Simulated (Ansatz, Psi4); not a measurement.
Intermolecular potential of H3ClSi ··· H2 (SMILES [SiH3]Cl and [H][H]). Monomers: optimised at B3LYP-D3(BJ) (def2-TZVP), held rigid. Orientation: lowest of the rigid-body minima from ten starts at GFN2-xTB. Only R, the distance of the centres of mass, is varied, so the lowest point isn't the relaxed dimer.

Levels of theory: PBE/def2-TZVP, counterpoise-corrected (Psi4); PBE-D3(BJ)/def2-TZVP, counterpoise-corrected (Psi4); wB97X-D/def2-TZVP, counterpoise-corrected (Psi4); CCSD(T)/aug-cc-pVDZ = Ansatz (an electronic-structure program) with CCSD(T) on RHF/aug-cc-pVDZ, frozen core, counterpoise-corrected.

Interaction energies in kcal/mol; the last columns give the difference from CCSD(T):

```json
[
 {"R / Å": "4.14", "PBE/def2-TZVP": "0.46", "PBE-D3(BJ)/def2-TZVP": "-0.08", "wB97X-D/def2-TZVP": "0.31", "CCSD(T)/aug-cc-pVDZ": "0.73", "PBE/def2-TZVP − CCSD(T)/aug-cc-pVDZ": "-0.27", "PBE-D3(BJ)/def2-TZVP − CCSD(T)/aug-cc-pVDZ": "-0.81", "wB97X-D/def2-TZVP − CCSD(T)/aug-cc-pVDZ": "-0.42"},
 {"R / Å": "4.31", "PBE/def2-TZVP": "0.19", "PBE-D3(BJ)/def2-TZVP": "-0.30", "wB97X-D/def2-TZVP": "0.03", "CCSD(T)/aug-cc-pVDZ": "0.29", "PBE/def2-TZVP − CCSD(T)/aug-cc-pVDZ": "-0.11", "PBE-D3(BJ)/def2-TZVP − CCSD(T)/aug-cc-pVDZ": "-0.59", "wB97X-D/def2-TZVP − CCSD(T)/aug-cc-pVDZ": "-0.26"},
 {"R / Å": "4.53", "PBE/def2-TZVP": "0.02", "PBE-D3(BJ)/def2-TZVP": "-0.39", "wB97X-D/def2-TZVP": "-0.10", "CCSD(T)/aug-cc-pVDZ": "0.02", "PBE/def2-TZVP − CCSD(T)/aug-cc-pVDZ": "-0.01", "PBE-D3(BJ)/def2-TZVP − CCSD(T)/aug-cc-pVDZ": "-0.41", "wB97X-D/def2-TZVP − CCSD(T)/aug-cc-pVDZ": "-0.12"},
 {"R / Å": "4.70", "PBE/def2-TZVP": "-0.04", "PBE-D3(BJ)/def2-TZVP": "-0.39", "wB97X-D/def2-TZVP": "-0.13", "CCSD(T)/aug-cc-pVDZ": "-0.06", "PBE/def2-TZVP − CCSD(T)/aug-cc-pVDZ": "0.02", "PBE-D3(BJ)/def2-TZVP − CCSD(T)/aug-cc-pVDZ": "-0.33", "wB97X-D/def2-TZVP − CCSD(T)/aug-cc-pVDZ": "-0.07"},
 {"R / Å": "4.92", "PBE/def2-TZVP": "-0.06", "PBE-D3(BJ)/def2-TZVP": "-0.35", "wB97X-D/def2-TZVP": "-0.13", "CCSD(T)/aug-cc-pVDZ": "-0.09", "PBE/def2-TZVP − CCSD(T)/aug-cc-pVDZ": "0.03", "PBE-D3(BJ)/def2-TZVP − CCSD(T)/aug-cc-pVDZ": "-0.26", "wB97X-D/def2-TZVP − CCSD(T)/aug-cc-pVDZ": "-0.04"},
 {"R / Å": "5.22", "PBE/def2-TZVP": "-0.06", "PBE-D3(BJ)/def2-TZVP": "-0.27", "wB97X-D/def2-TZVP": "-0.11", "CCSD(T)/aug-cc-pVDZ": "-0.08", "PBE/def2-TZVP − CCSD(T)/aug-cc-pVDZ": "0.02", "PBE-D3(BJ)/def2-TZVP − CCSD(T)/aug-cc-pVDZ": "-0.18", "wB97X-D/def2-TZVP − CCSD(T)/aug-cc-pVDZ": "-0.03"},
 {"R / Å": "5.55", "PBE/def2-TZVP": "-0.03", "PBE-D3(BJ)/def2-TZVP": "-0.18", "wB97X-D/def2-TZVP": "-0.08", "CCSD(T)/aug-cc-pVDZ": "-0.06", "PBE/def2-TZVP − CCSD(T)/aug-cc-pVDZ": "0.02", "PBE-D3(BJ)/def2-TZVP − CCSD(T)/aug-cc-pVDZ": "-0.12", "wB97X-D/def2-TZVP − CCSD(T)/aug-cc-pVDZ": "-0.02"},
 {"R / Å": "6.05", "PBE/def2-TZVP": "0.00", "PBE-D3(BJ)/def2-TZVP": "-0.08", "wB97X-D/def2-TZVP": "-0.03", "CCSD(T)/aug-cc-pVDZ": "-0.03", "PBE/def2-TZVP − CCSD(T)/aug-cc-pVDZ": "0.02", "PBE-D3(BJ)/def2-TZVP − CCSD(T)/aug-cc-pVDZ": "-0.06", "wB97X-D/def2-TZVP − CCSD(T)/aug-cc-pVDZ": "-0.01"},
 {"R / Å": "6.75", "PBE/def2-TZVP": "0.01", "PBE-D3(BJ)/def2-TZVP": "-0.02", "wB97X-D/def2-TZVP": "-0.01", "CCSD(T)/aug-cc-pVDZ": "-0.01", "PBE/def2-TZVP − CCSD(T)/aug-cc-pVDZ": "0.02", "PBE-D3(BJ)/def2-TZVP − CCSD(T)/aug-cc-pVDZ": "-0.02", "wB97X-D/def2-TZVP − CCSD(T)/aug-cc-pVDZ": "0.00"},
 {"R / Å": "7.70", "PBE/def2-TZVP": "0.01", "PBE-D3(BJ)/def2-TZVP": "0.00", "wB97X-D/def2-TZVP": "0.00", "CCSD(T)/aug-cc-pVDZ": "0.00", "PBE/def2-TZVP − CCSD(T)/aug-cc-pVDZ": "0.01", "PBE-D3(BJ)/def2-TZVP − CCSD(T)/aug-cc-pVDZ": "0.00", "wB97X-D/def2-TZVP − CCSD(T)/aug-cc-pVDZ": "0.00"},
 {"R / Å": "9.03", "PBE/def2-TZVP": "0.01", "PBE-D3(BJ)/def2-TZVP": "0.00", "wB97X-D/def2-TZVP": "0.00", "CCSD(T)/aug-cc-pVDZ": "0.00", "PBE/def2-TZVP − CCSD(T)/aug-cc-pVDZ": "0.00", "PBE-D3(BJ)/def2-TZVP − CCSD(T)/aug-cc-pVDZ": "0.00", "wB97X-D/def2-TZVP − CCSD(T)/aug-cc-pVDZ": "0.00"}
]
```

PBE/def2-TZVP is furthest from CCSD(T)/aug-cc-pVDZ at 4.14 (-0.27 kcal/mol, below); its mean absolute difference over the points is 0.05 kcal/mol.

PBE-D3(BJ)/def2-TZVP is furthest from CCSD(T)/aug-cc-pVDZ at 4.14 (-0.81 kcal/mol, below); its mean absolute difference over the points is 0.25 kcal/mol.

wB97X-D/def2-TZVP is furthest from CCSD(T)/aug-cc-pVDZ at 4.14 (-0.42 kcal/mol, below); its mean absolute difference over the points is 0.09 kcal/mol.
